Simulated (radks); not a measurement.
Values are calculated unless marked as measured or tabulated.
All-electron atom: Yb30+ in [Kr] 4d4. Level of theory: Dirac Kohn-Sham, PBE, spin-unpolarised, spherical densities, finite nucleus; open shells fill j = l - 1/2 first; Fermi nuclear charge, rms radius 5.3108 fm (a radial shooting solver on a logarithmic mesh with Libxc functionals).

Radial electron density D(r) = 4 pi r^2 rho(r):

r (bohr)   D(r) (e/bohr)
0.0008095          4.375
0.001037           6.498
0.001319           9.445
0.001676           13.58
0.002148           19.47
0.002731           27.11
0.003472           36.92
0.004449           49.33
0.005656           62.98
0.007247           77.37
0.009213           89.32
0.01171            96.64
0.01501            97.39
0.01908            92.48
0.02445            87.16
0.03108            89.67
0.03951            103.4
0.05063            121.2
0.06437            125.4
0.08183            110.5
0.1049             95.22
0.1333             101.8
0.1708             111.7
0.2172             89.34
0.2761             51.65
0.3538             38.81
0.4497             38.51
0.5717             23.26
0.7326             6.274
0.9314            0.7268
1.193            0.02585
1.517          0.0002745

D(r) has 4 maxima, at r = 0.0136, 0.0599, 0.167, 0.409 bohr, and minima at 0.0261, 0.110, 0.351 bohr, inside which lie 2.00, 11.12, 29.48 electrons.
